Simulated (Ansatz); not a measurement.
Ansatz (an electronic-structure program) input:

Ansatz 0.2 input:
```yaml
crystal:
  periodic: [false, false, false]
  atoms:
    - {symbol: Si, position_ang: [0.00816633, 0.00831225, 0.08175443]}
    - {symbol: C, position_ang: [1.82395228, 0.29334866, -0.27202618]}
    - {symbol: C, position_ang: [-0.69006709, -1.35942665, -1.01960407]}
    - {symbol: C, position_ang: [-0.95928070, 1.59706453, -0.12656638]}
    - {symbol: O, position_ang: [-0.22741011, -0.66223480, 1.58415382]}
    - {symbol: H, position_ang: [1.96341223, 0.67697835, -1.28597433]}
    - {symbol: H, position_ang: [2.39109890, -0.63370815, -0.17426966]}
    - {symbol: H, position_ang: [2.24775852, 1.02368072, 0.42036357]}
    - {symbol: H, position_ang: [-0.59013038, -1.03024721, -2.05775541]}
    - {symbol: H, position_ang: [-1.74344173, -1.53782970, -0.80688689]}
    - {symbol: H, position_ang: [-0.13819298, -2.28975679, -0.89078183]}
    - {symbol: H, position_ang: [-2.02252352, 1.43371115, 0.05639901]}
    - {symbol: H, position_ang: [-0.84069032, 1.99046989, -1.13942382]}
    - {symbol: H, position_ang: [-0.60996538, 2.36228946, 0.56971648]}
basis:
  gaussian:
    orbitals: def2-TZVPD
hamiltonian:
  xc: {name: HSE06}
magnetization: {spin_polarized: true, initial_magnetization: 1}
output: {forces: true}
```

### Question
Predict the final energy.

### Answer
-484.17096 Eh (HSE06/def2-TZVPD). The basis has 275 functions.

It need not be the lowest isomer of its formula.
